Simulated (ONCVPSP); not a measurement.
Varying the ONCV potential for Gd

Base potential:

gadolinium, optimised norm-conserving Vanderbilt (ONCV), made with ONCVPSP 4.0.1 (PBEsol, scalar-relativistic). Core [Kr] 4d10 4f7, reference 5s2 5p6 5d1 6s2. Waves: 5s+6s: rc 2.35 bohr, ncon 5, nbas 8, qcut 5.4 1/bohr, 2 projectors; 5p: rc 1.75 bohr, ncon 3, nbas 6, qcut 3.9 1/bohr, 2 projectors, debl 2.6 Ha; 5d: rc 2.50 bohr, ncon 4, nbas 8, qcut 4.4 1/bohr, 1 projector. Local part: polynomial inside 1.20 bohr (lpopt 5, dvloc0 0 Ha). Core correction: polynomial model core, fcfact 0.7.

Cutoffs, loose and tight: the cutoffs (Ha) at which the residual kinetic energy of the hardest occupied pseudo-wave falls to 1 and 0.1 mHa per electron. They do not see the model core or the augmentation charge, which bear on the density cutoff. Test errors are all-electron minus pseudo excitation energies from the reference, over the configurations 5s2 5p6 5d1 6s1; 5s2 5p6 5d1 6s0; 5s2 5p6 5d0 6s0; 5s2 5p6 5d1 6s0 6p2. A dash means not determined; rows that change the core or the reference have their own tests. The largest error is taken over the tests solved by every variant that gives reliable tests at all: 5s2 5p6 5d1 6s0; 5s2 5p6 5d1 6s0 6p2; 5s2 5p6 5d1 6s1.

A true bound ghost makes a file unfit for plane-wave use even where its test errors are small: the radial tests pick states by their node count and pass the ghost by.

| change | outcome | cutoff, loose | cutoff, tight | bound ghosts | GHOST(+) flags above zero | largest test error (meV) |
| --- | --- | --- | --- | --- | --- | --- |
| base | generated | 18 Ha | 41 Ha | s | p | -26 |
| d: qcut 2.6 | generated | 32 Ha | 41 Ha | s | p, d | -27 |
| d: qcut 3.1 | generated | 23 Ha | 41 Ha | s | p, d | -27 |
| d: qcut 3.5 | generated | 18 Ha | 41 Ha | s | p | -26 |
| d: qcut 3.9 | generated | 18 Ha | 41 Ha | s | p | -26 |
| d: qcut 5 | generated | 18 Ha | 41 Ha | s | p | -26 |
| d: qcut 5.2 | generated | 18 Ha | 41 Ha | s | p | -26 |
| d: qcut 5.6 | generated | 18 Ha | 41 Ha | s | p | -25 |
| d: qcut 6.1 | generated | 18 Ha | 41 Ha | s | p | -25 |
| d: qcut 6.5 | generated | 18 Ha | 41 Ha | s | p | -25 |

Reading the sweep of the qcut of the d channel (base included, trends over the rows without a ghost): Bound ghosts are found at 2.6, 3.1, 3.5, 3.9, 4.4, 5, 5.2, 5.6, 6.1, 6.5 1/bohr. Every judged row has one, so this setting neither creates nor removes them.
